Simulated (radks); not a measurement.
Results of a calculation; reference values are marked as such.
Numerical settings for the rhenium ion Re2+, [Xe] 4f14 5d5. Code: a radial shooting solver on a logarithmic mesh with Libxc functionals. Model: scalar-relativistic Kohn-Sham, LDA (Slater exchange, Perdew-Wang correlation), spin-polarised, spherical densities, point nucleus; open shells are filled with parallel spins first (spin-orbit coupling, left out, can overturn this in heavy ions). The defaults (mesh step 0.008 in ln r, mesh end at 40 bohr or more with all orbitals vanishing there, Anderson mixing 0.5 over 9 steps, residual threshold near 1e-9 with the energy settled to 1e-9 hartree or 1e-11 of itself, here a cap of 87 iterations) give E = -16681.781 hartree and 5d at -22.828 eV in 16 iterations. Run on one thread of a shared host, so times are rough (Arm Neoverse V1): 0.33 s of CPU time, 0.33 s wall, 16 iterations on 2541 mesh points. Changes against that run (0 stands for a change within the tolerance of the run):

setting                    iterations         converged  E (mhartree)  e(5d) (meV)  CPU (s)
mesh step in ln r 0.2               4                no      diverged            -     0.01
mesh step in ln r 0.003            16               yes             0            0     0.84
mesh step in ln r 0.08              2                no      diverged            -     0.02
mesh end (bohr) 2                  14  level above zero     +7.85e+03    +4.96e+04     0.24
mesh end (bohr) 20                 16               yes             0            0     0.32
residual threshold 0.1             11               yes             0      -0.0839     0.26
residual threshold 0.01            11               yes             0      -0.0839     0.26
mixing 1.5                         16               yes             0            0     0.32
linear mixing, mixing 0.5          30               yes             0            0     0.48
linear mixing, mixing 1            87                no      +3.2e+05    -8.63e+05      4.5
mixing history 20                  23               yes             0            0     0.43
iteration cap 8                     8                no      +0.00835        +11.6     0.19

Settled on a wrong energy, with an occupied level pushed above zero by the early mesh end: mesh end (bohr) 2 (+7.85 hartree). Apart from these: no run marked as converged misses the energy by more than 1 mhartree. A mesh that ends early acts as a hard wall.
